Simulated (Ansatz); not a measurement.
System: sum formula Si₂H₄Cl₂, charge 0, multiplicity 1. 
Geometry from a B3LYP-D3(BJ)/def2-TZVP (Ansatz, an electronic-structure program) optimisation:
```
Si
H 1 1.4783
H 1 1.4783 2 109.70
Cl 1 2.0766 2 108.35 3 -118.08
Si 1 2.3407 2 111.39 3 123.79
H 5 1.4783 1 111.39 2 57.59
H 5 1.4783 6 109.70 1 -123.79
Cl 5 2.0766 6 108.35 7 -118.08
```

Quantity: atomisation energy (electronic, to ground-state atoms), in kJ/mol. Valence correlation only, unless marked. UHF or UKS for open shells. Spin-orbit coupling is left out. No relativistic terms. The coupled-cluster limit lacks core correlation, which all-electron functionals hold. CBS(X,Y): correlation extrapolated as X^-3; Hartree-Fock from the larger set.

```tsv
level	program	atomisation energy (kJ/mol)
BLYP-D3(BJ)/def2-TZVPD	Ansatz + dftd3	2310.5
BHLYP-D3(BJ)/def2-TZVPD	Ansatz + dftd3	2324.0
BHLYP-D4/def2-TZVPD	Ansatz + dftd4	2318.7
LC-wPBE/def2-TZVPD	Ansatz	[?]
B2GP-PLYP-D3(BJ)/def2-TZVPD	Ansatz + dftd3	2330.1
SCS-MP2/cc-pV(Q+d)Z	Ansatz	2360.7
CCSD/aug-cc-pV(Q+d)Z	Ansatz	[?]
CCSD(T)/CBS(aug-cc-pV(T+d)Z,aug-cc-pV(Q+d)Z)	Ansatz	2375.2
```

Some entries are withheld; supply them.


- LC-wPBE/def2-TZVPD, atomisation energy (kJ/mol): 2317.4
- CCSD/aug-cc-pV(Q+d)Z, atomisation energy (kJ/mol): 2314.3
